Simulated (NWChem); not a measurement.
Species: C4H12Si; SMILES C[Si](C)(C)C

Computed with NWChem. Pople sets run with spherical d functions. Medium grid unless said otherwise, to which SCAN and Minnesota functionals are sensitive. All runs use the structure optimised with PBE-D3(BJ)/def2-SVP.

**Question.** Among these, which level gives the highest value of “orbital gap (eV)”?
A) B3LYP/6-31G*
B) TPSS/6-31G*
C) N12/6-31G*
D) LC-BLYP (range parameter 0.33 per bohr)/6-31G*

**Answer.** D, LC-BLYP (range parameter 0.33 per bohr)/6-31G*. Values: N12/6-31G* 8.27; TPSS/6-31G* 8.64; B3LYP/6-31G* 9.83; LC-BLYP (range parameter 0.33 per bohr)/6-31G* 14.47
